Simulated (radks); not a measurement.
The lithium anion Li-, [He] 2s2, held by a Watson sphere: a shell of charge +1 at radius R that stands for the Madelung well of a crystal (potential energy -1/R inside, -1/r outside, in hartree with lengths in bohr). All-electron calculation, non-relativistic Kohn-Sham, LB94 model potential, spin-polarised, spherical densities, point nucleus. Program: a radial shooting solver on a logarithmic mesh with Libxc functionals. Response by self-consistent Sternheimer equations with the Hartree and adiabatic LDA kernel. The sphere does not respond.

| R (bohr) | e(1s) (eV) | e(2s) (eV) | <r> 2s (bohr) | sum of <r^2> (bohr^2) | X-ray form factor at sin(theta)/lambda = 0.3 1/angstrom | alpha (bohr^3) |
|---|---|---|---|---|---|---|
| 2.03 | -64.311 | -7.101 | 3.250 | 25.90 | 1.494 | 90.14 |
| 2.52 | -62.971 | -6.713 | 3.440 | 28.81 | 1.499 | 107.2 |
| 2.6 | -62.830 | -6.648 | 3.473 | 29.32 | 1.500 | 110.5 |
| 2.89 | -62.424 | -6.413 | 3.588 | 31.22 | 1.504 | 123.2 |
| 2.97 | -62.336 | -6.350 | 3.620 | 31.75 | 1.505 | 126.9 |
| 3.71 | -61.787 | -5.792 | 3.900 | 36.77 | 1.512 | 165.9 |
| 3.82 | -61.731 | -5.715 | 3.939 | 37.51 | 1.513 | 172.2 |
